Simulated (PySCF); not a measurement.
H₂Sb, SMILES [SbH2], multiplicity 2. Atoms are numbered in the order given.

```xyz
3

Sb     0.0000     0.0000    -0.0457
H      0.0000    -1.2181     1.1653
H      0.0000     1.2181     1.1653
```
Charge 0, spin multiplicity 2.

The structure is a stationary point at B3LYP-D3(BJ)/def2-TZVPD. The isomer is the one that the SMILES or the coordinates give; other isomers of the formula were not compared. The def2 effective core potentials stand for the cores of Sb; spin–orbit coupling is left out.

Computed with TDA-PBE/def2-TZVPD (PySCF).

Vertical excitations. Isolated molecule, no solvent.

Computed lowest excited states:
| state | energy (eV) | λ (nm) | f | main pairs |
|---|---|---|---|---|
| root 1 | 2.90 | 427 | 0.005 | β HOMO→LUMO 99 % |
| root 2 | 4.04 | 307 | 0.000 | α HOMO→LUMO 52 %, β HOMO−1→LUMO 48 % |
| root 3 | 4.37 | 284 | 0.000 | α HOMO→LUMO 48 %, β HOMO−1→LUMO 52 % |
| root 4 | 4.58 | 271 | 0.026 | α HOMO→LUMO+1 100 % |
| root 5 | 5.34 | 232 | 0.000 | α HOMO−1→LUMO 43 %, β HOMO→LUMO+1 53 % |
| root 6 | 5.84 | 212 | 0.233 | α HOMO→LUMO+2 97 % |
| root 7 | 5.90 | 210 | 0.000 | α HOMO−1→LUMO+1 37 %, α HOMO−2→LUMO 6 %, β HOMO→LUMO+2 48 % |
| root 8 | 6.38 | 194 | 0.005 | α HOMO→LUMO+3 72 %, α HOMO−1→LUMO 18 %, β HOMO→LUMO+1 9 % |
| root 9 | 6.50 | 191 | 0.004 | α HOMO→LUMO+5 57 %, α HOMO−1→LUMO+1 25 %, β HOMO→LUMO+2 16 % |
| root 10 | 6.58 | 189 | 0.005 | α HOMO→LUMO+4 100 % |
Unrestricted roots are not spin-pure.
